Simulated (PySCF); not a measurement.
# Curvature of the energy in the electron number along the 4p block, charge -1

Calculated with PySCF 2.14, in def2-TZVPPD, non-relativistic: one orbital is emptied in steps, and each cell gives the departure of E from the straight line at half an electron, in eV (from a cubic fit). The exact functional gives zero.

```tsv
species	orbital	LDA	PBE	r2SCAN	PBE0	BHandHLYP	LC-wPBE	UHF
Ga⁻	4p alpha	-0.70	-0.67	-0.62	-0.47	-0.31	0.06	0.10
Ge⁻	4p alpha	-0.84	-0.81	-0.75	-0.57	-0.36	0.03	0.13
As⁻	4p beta	-0.87	-0.82	-0.74	-0.57	-0.38	0.05	0.18
Br⁻	4p beta	-0.97	-0.92	-0.85	-0.62	-0.34	0.05	0.30
```

How does the mean departure depend on the functional?

LDA -0.84 eV; PBE -0.81 eV; r2SCAN -0.74 eV; PBE0 -0.56 eV; BHandHLYP -0.35 eV; LC-wPBE 0.05 eV; UHF 0.18 eV. Semilocal functionals are convex (delocalisation error), Hartree-Fock is concave or straight, and exact exchange removes curvature roughly in proportion to its share, so among the functionals the range-separated hybrids usually come closest to zero.

At the full anion the orbital energy is positive in some cells, where the basis helps to hold the electron.

No spin-orbit coupling is included.
